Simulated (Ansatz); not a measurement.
**Question.** Predict a relaxed structure of Al3Ru, charge 0, doublet, at PBE-D4/def2-SVP (Ansatz).

**Answer.** 
```xyz
4

Ru   -0.9928    0.3624    0.2836
Al    0.9322    1.5297   -0.0984
Al    0.4018   -1.0779    1.3766
Al   -0.3412   -0.8141   -1.5618
```
Point group C3v (tolerance 0.1 Å). The metal has 3 neighbours: Al 2.28 Å, Al 2.28 Å, Al 2.28 Å. This is one stationary point.

In the def2 sets Ru takes a core potential; there is no spin–orbit coupling. The structure comes from a short search, and lower isomers may exist.
